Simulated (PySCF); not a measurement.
The multiplicity is imposed and other spin states were not computed.

B3LYP has the VWN-RPA correlation part, as in Gaussian. 

# [Hf(F)3] (charge 0, multiplicity 2)

Method: B3LYP-D3(BJ)/def2-TZVP // PBE-D3(BJ)/def2-SVP (PySCF).

```
Item                                                                     Value
----------------------------------------------  ------------------------------
highest occupied spin orbital                                         -5.95 eV
dipole moment                                                           0.02 D
charge on the central atom (Mulliken)                                   1.31 e
spin population on the central atom (Mulliken)                            1.03
total energy                                                       -9467.70 eV
cost                                            around 80 core-seconds (rough)
```

```xyz
4

Hf    -0.0590    -0.0034     0.0209
F      0.3317     1.3135     1.3580
F      0.1782    -1.8652     0.4108
F     -0.7039     0.5407    -1.7004
```
Charge 0, spin multiplicity 2.
